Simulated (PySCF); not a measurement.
# What a mistake does to a calculation on B2H5NO

Calculated results; nothing here was measured. The program is PySCF 2.14.0, an open-source quantum chemistry code, run on an isolated molecule that a program drew, which may never have been made. The molecule is B2H5NO (charge 0, singlet), drawn as the SMILES string `BB(N)O`.

Each row is a Hartree-Fock (HF) and frozen-core CCSD(T) single point in the cc-pVDZ basis, meant for a local HF minimum. Run 1 is clean. Each other run has one planted mistake out of seven kinds, and not every kind appears here: one electron removed, one electron added, multiplicity raised by two, geometry at a saddle point, minimal basis STO-3G, one bond length entered in bohr, all coordinates scaled. The reference is restricted for singlets and unrestricted otherwise, and also for a bond in bohr. Adding or removing an electron swaps singlet and doublet. Electrons count all cores. HOMO and LUMO are orbital energies over both spins, the gradient is its largest component, and the lowest frequency (negative if imaginary) is given only where the gradient is small. Bond lengths are over the 8 bonds as drawn. T1 is the CCSD diagnostic: over 0.02 (restricted) or 0.045 (unrestricted) a single reference is doubtful.

Geometry of the clean run:
```xyz
9
B2H5NO, angstrom
B    -1.9176    0.0412   -0.4325
B    -0.3524    0.7182   -0.2146
N     0.0600    1.3239    0.9921
O     0.4952    0.6391   -1.2953
H    -2.1576   -1.1115   -0.1780
H    -2.8397    0.6869   -0.8610
H    -0.5299    1.3968    1.7930
H     0.9650    1.7241    1.1363
H     1.3509    1.0161   -1.1554
```

```
run  electrons  basis functions  <S^2>  HOMO (eV)  LUMO (eV)  gradient (hartree/bohr)  lowest frequency (cm^-1)  mean bond (Å)  longest bond (Å)      T1  HF (hartree)  CCSD(T) (hartree)                     mistake
  1         30               81  0.000     -11.26       2.35                  2.3e-05                       117         1.2323             1.719  0.0123    -181.66449         -182.23602                    no fault
  2         29               81  0.757     -17.34      -8.47                  1.6e-01                         -         1.2323             1.719  0.0221    -181.30053         -181.85175        one electron removed
  3         30               81  0.000     -11.28       1.87                  7.9e-06                      -138         1.2340             1.737  0.0138    -181.66223         -182.23571  geometry at a saddle point
  4         30               25  0.000      -9.05       7.06                  5.8e-02                         -         1.2323             1.719  0.0152    -179.28346         -179.48286        minimal basis STO-3G
  5         31               81  0.760       0.60       8.85                  4.5e-02                         -         1.2323             1.719  0.0133    -181.60802         -182.20035          one electron added
  6         30               81  0.725     -10.92       1.99                  2.4e-02                         -         1.3433             1.885  0.0581    -181.51220         -182.08394                           ?
```

**Which mistake was planted in run 6, and what did it cost?**

The mean bond changes by a factor of 1.090 and the longest by 1.097, so the molecule wasn't scaled as a whole. A length L in bohr read as angstrom grows by (1/0.5292 - 1) L = 0.890 L. The 8 bonds together grew by 8 x 0.1110 = 0.888 Å, which gives L = 0.998 Å. That is the length of one of the H-N bonds, 0.997 Å in the clean geometry. So the mistake is: one bond length entered in bohr. Subtracting run 1 and multiplying by 627.51 kcal/mol a hartree, the energy moved by 95.6 kcal/mol in HF and 95.4 kcal/mol in CCSD(T).

Cautions from the logs. Run 5: the HOMO is above zero, so the electron isn't bound and the energy depends on the basis; run 6: T1 is over the limit, so its CCSD(T) energy is less reliable.
